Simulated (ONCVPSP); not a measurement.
# iridium: one change to an ONCV potential, before and after

* Element: iridium
* Generator: ONCVPSP 4.0.1
* Type: optimised norm-conserving Vanderbilt (ONCV)
* Functional: LDA (Perdew-Wang 92)
* Relativity: fully relativistic
* Frozen core: [Kr] 4d10 4f14
* Valence charge: 17
* Reference configuration: 5s2 5p6 5d7 6s2
* Partial waves: 5s+6s: rc 1.90 bohr, ncon 4, nbas 9, qcut 8.1 1/bohr, 2 projectors; 5p: rc 1.10 bohr, ncon 4, nbas 7, qcut 7.2 1/bohr, 2 projectors, debl 1.6 Ha; 5d: rc 2.40 bohr, ncon 5, nbas 9, qcut 5.6 1/bohr, 2 projectors, debl 2.4 Ha
* Local potential: polynomial inside 0.70 bohr (lpopt 5, dvloc0 2 Ha)
* Core correction: Teter function, fcfact 6, rcfact 1.15

Open shells are filled in proportion to 2j + 1.

In the p channel the program set the typed energies aside and used -1.880, 0.250 Ha (j = l + 1/2; the other j can differ).

All-electron outer shells of the reference configuration (LDA (PZ), scalar-relativistic, ld1.x):

```json
{"shell": "5s", "level (eV)": "-98.30", "outermost node (bohr)": "0.50", "outermost maximum (bohr)": "0.89"}
{"shell": "4f", "level (eV)": "-62.55", "outermost node (bohr)": "–", "outermost maximum (bohr)": "0.39"}
{"shell": "5p", "level (eV)": "-54.92", "outermost node (bohr)": "0.54", "outermost maximum (bohr)": "1.01"}
{"shell": "5d", "level (eV)": "-7.36", "outermost node (bohr)": "0.59", "outermost maximum (bohr)": "1.31"}
{"shell": "6s", "level (eV)": "-6.59", "outermost node (bohr)": "1.17", "outermost maximum (bohr)": "2.38"}
```

Change: d: debl 1.3.

Cutoffs: the cutoffs (Ha) at which the residual kinetic energy of the hardest occupied pseudo-wave falls to 1 and 0.1 mHa per electron; they do not see the model core or the augmentation charge, which bear on the density cutoff. Errors are all-electron minus pseudo energies relative to the spin-unpolarised reference configuration.

Problem. Predict the effect on cutoff, ghosts and configuration errors.

Solution. The potential gets neither clearly harder nor softer (107 Ha and 126 Ha → 107 Ha and 126 Ha); both files keep a bound ghost (s); the errors of the 4 common tests hardly move; the range in which the d5/2 phases agree narrows (upper end at the end of the scan → 3.2).

```csv
quantity,base,changed
"cutoff, loose",107 Ha,107 Ha
"cutoff, tight",126 Ha,126 Ha
bound ghosts,s,s
GHOST(+) flags under 300 eV,"p3/2 at 36.9 eV, d5/2 at 89.4 eV, d3/2 at 127.5 eV, p1/2 at 143.2 eV","p3/2 at 36.9 eV, d5/2 at 89.2 eV, d3/2 at 124.9 eV, p1/2 at 143.2 eV"
"error for 5s2 5p6 5d7 6s1, meV [ΔE 10.18 eV]",-0.8,-0.8
"error for 5s2 5p6 5d7 6s0, meV [ΔE 28.03 eV]",-6.7,-6.6
"error for 5s2 5p6 5d6 6s0, meV [ΔE 58.87 eV]",-6.4,-6.0
"error for 5s2 5p6 5d8 6s0, meV [ΔE 9.01 eV]",+8.1,+8.0
s: phases at 1.93 bohr within 0.05 rad from the reference energy up to (Ha; the scan ends near 5),to the end of the scan,to the end of the scan
p3/2: phases at 1.12 bohr within 0.05 rad from the reference energy up to (Ha; the scan ends near 5),to the end of the scan,to the end of the scan
p1/2: phases at 1.12 bohr within 0.05 rad from the reference energy up to (Ha; the scan ends near 5),to the end of the scan,to the end of the scan
d5/2: phases at 2.44 bohr within 0.05 rad from the reference energy up to (Ha; the scan ends near 5),to the end of the scan,3.2
d3/2: phases at 2.44 bohr within 0.05 rad from the reference energy up to (Ha; the scan ends near 5),4.6,4.6
"rms error of d²Exc/dni dnj with the model core, mHa",4.75,4.75
```

 A true bound ghost makes a file unfit for plane-wave use even where its test errors are small: the radial tests pick states by their node count and pass the ghost by.
